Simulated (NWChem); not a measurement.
CsI; SMILES [I][Cs]

```xyz
2

Cs     0.0000     0.0000    -1.6602
I      0.0000     0.0000     1.7229
```
Atoms are numbered in this order, from 1.

Results from NWChem. Medium grid unless said otherwise, to which SCAN and Minnesota functionals are sensitive. All runs use the structure optimised with PBE0/def2-SVP. def2 effective core potentials on I, Cs; no spin-orbit coupling.

For level HCTH/407/def2-SVP:

| Property | Value |
|---|---|
| highest occupied level (eV) | -4.25 |
| orbital gap (eV) | 2.10 |
| dipole (D) | 11.15 |

Estimate the same quantities for level M06-L/def2-SVP.


| Item | Value |
|---|---|
| highest occupied level (eV) | -4.07 |
| orbital gap (eV) | 2.33 |
| dipole (D) | 11.87 |
